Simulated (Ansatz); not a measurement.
Input for Ansatz (an electronic-structure program): R-SVWN5/def2-TZVPP on FHOTe (SMILES O[Te]F), a point of a torsion scan. Elements past Kr take the def2 small-core potentials; no spin–orbit coupling.

Ansatz 0.2 input:
```yaml
crystal:
  periodic: [false, false, false]
  atoms:
    - {symbol: O, position_ang: [-1.03085613, 0.19580471, 0.37019549]}
    - {symbol: Te, position_ang: [0.60788452, 1.00798775, -0.27077090]}
    - {symbol: F, position_ang: [1.75221446, -0.13599986, 0.88160782]}
    - {symbol: H, position_ang: [-1.29056794, -0.56409014, -0.15631069]}
basis:
  gaussian:
    orbitals: def2-TZVPP
hamiltonian:
  xc: {name: SVWN5}
scf: {lower_state_search: off}
```

The log:

```
WARN ansatz: RAYON_NUM_THREADS=1 ignored (pool sized by the plan → 1); use --threads N
Functional definition: SVWN5
these checks for a lower state are left out or cut short: stability, starts, cluster_reference, orbital_swaps, neighbouring_geometries, increment
integrals: 0.04 GiB planned
752 factors; their error is unknown
mean field: 0.31 GiB planned
mean field evaluation 1: about -12025.1899 eV, gradient 7.2e1 eV
mean field evaluation 2: about -11925.9911 eV, gradient 2.0e2 eV
mean field evaluation 4: about -12032.4300 eV, gradient 2.9e1 eV
mean field evaluation 8: about -12033.7176 eV, gradient 1.9e-1 eV
mean field evaluation 16: about -12033.5955 eV, gradient 3.0e-4 eV
mean field -12033.59546301 eV, -442.2264766018 hartree, gradient 3.6e-6 eV, S^2 0.000000; 0 other end points of the search recorded, 0 dependent functions left out
reference -12033.59549221 eV, -442.2264776747 hartree; 21, 21 occupied and 105, 105 virtual orbitals, 752 factors
Total energy: -12033.59549221 eV, -442.2264776747 hartree
Checks for a lower state left out: stability, starts, cluster_reference, orbital_swaps, neighbouring_geometries, increment
```

Self-consistency was reached.

Cost: around 0.7 core-seconds (rough).
